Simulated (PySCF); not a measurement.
Isomers of CH7ClSi2, mass 109.977 u with the commonest isotopes. Computed with PBE0-D3(BJ)/def2-SVP geometry optimisation, gas phase in PySCF. One conformer each, none proved a minimum here; rigid rotors.

Question: Order these by rotational constant B, smallest first.
A. `[CH3:1][SiH2:2][SiH2:3][Cl:4]` with C1–Si2–Si3–Cl4 -179°
B. `[SiH3:1][SiH2:2][CH2:3][Cl:4]` with Si1–Si2–C3–Cl4 180°
C. `[SiH3]C([SiH3])Cl`

Answer: B (1097 MHz), A (1327 MHz), C (2772 MHz).

Question: Order these by rotational constant C, smallest first.
A. `[CH3:1][SiH2:2][SiH2:3][Cl:4]` with C1–Si2–Si3–Cl4 -179°
B. `[SiH3]C([SiH3])Cl`
C. `[SiH3:1][SiH2:2][CH2:3][Cl:4]` with Si1–Si2–C3–Cl4 180°

Answer: C (1042 MHz), A (1201 MHz), B (1575 MHz).

Question: Order these by radius of gyration √(Σ m r²/M), smallest first.
A. `[SiH3:1][SiH2:2][CH2:3][Cl:4]` with Si1–Si2–C3–Cl4 180°
B. `[CH3:1][SiH2:2][SiH2:3][Cl:4]` with C1–Si2–Si3–Cl4 -179°
C. `ClC([SiH3])[SiH3]`

Answer: C (1.740 Å), B (1.974 Å), A (2.117 Å).

| SMILES | point group | Ia (u·Å²) | Ib (u·Å²) | Ic (u·Å²) | κ | μa (D) | μb (D) | μc (D) |
| --- | --- | --- | --- | --- | --- | --- | --- | --- |
| [SiH3][SiH2]CCl | Cs | 39.61 | 460.70 | 485.20 | -0.99 | 1.26 | 0.81 | 0.00 |
| [SiH3]C([SiH3])Cl | Cs | 162.65 | 182.29 | 320.85 | 0.56 | 0.01 | 1.07 | 0.76 |
| C[SiH2][SiH2]Cl | Cs | 55.07 | 380.92 | 420.95 | -0.97 | 2.28 | 0.87 | 0.01 |
